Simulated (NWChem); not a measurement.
Molecule: SiNH₃O, singlet; SMILES N[Si]O

```xyz
6

Si    -0.6591     0.0603     0.0000
O      0.4103     1.3490     0.0000
H      1.3631     1.2022     0.0000
N      0.4148    -1.2944     0.0000
H      1.4323    -1.2941     0.0000
H      0.0480    -2.2412     0.0000
```
Atoms are numbered in this order, from 1.

Results from NWChem. Pople sets run with spherical d functions. Low-valent species are run as closed-shell singlets; no triplet was tried in these runs. All runs use the structure optimised with PBE0/def2-SVP. Core excitations by TDA in a window of 1s orbitals, non-relativistic and unshifted: absolute energies depend strongly on the exact-exchange share.

For level O K edge, BHandHLYP/6-311G**:

- first 1s excitation (eV) = 531.2
- dipole oscillator strength of the first = 0.0161
- first state with f > 0.002 (eV) = 531.2
- dipole oscillator strength of that state = 0.0161

**Question.** What are these values for level O K edge, B3LYP/def2-TZVP?

**Answer.** The first 1s excitation (eV) is 518.0 and the dipole oscillator strength of the first is 0.0108. The first state with f > 0.002 (eV) is 518.0 and the dipole oscillator strength of that state is 0.0108.
